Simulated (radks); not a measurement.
Excited configurations of Ca: one electron is placed in a higher orbital outside [Ar] 4s1. The ground configuration is [Ar] 4s2. All-electron calculation, scalar-relativistic Kohn-Sham, PBE, spin-polarised, spherical densities, finite nucleus; open shells are filled with parallel spins first; Fermi nuclear charge, rms radius 3.4776 fm. Program: a radial shooting solver on a logarithmic mesh with Libxc functionals. Excitation = E - E(ground); binding = E(ion) - E, where the ion is the core of charge +1; n* = 1/sqrt(2 binding) in atomic units, and the quantum defect is n - n*.

outer orbital  excitation (eV)  binding (eV)     n*  eigenvalue (eV)  <r> (bohr)
4f                       5.111         0.980  3.725           -0.471       16.27
5s                       3.760         2.332  2.415           -1.433       9.542
5d                       5.020         1.072  3.563           -0.621       18.74
6s                       4.794         1.297  3.238           -0.821       17.69
6p                       5.041         1.050  3.599           -0.664       21.02
6d                       5.373         0.719  4.350           -0.459       29.85
7s                       5.262         0.829  4.050           -0.553       28.04
7p                       5.387         0.705  4.394           -0.467       32.48

The Delta-SCF ionisation energy is 6.092 eV (NIST Atomic Spectra Database: 6.113 eV, measured). Self-interaction in the functional shifts the binding energies and quantum defects, so they are the method's values and not measured ones.
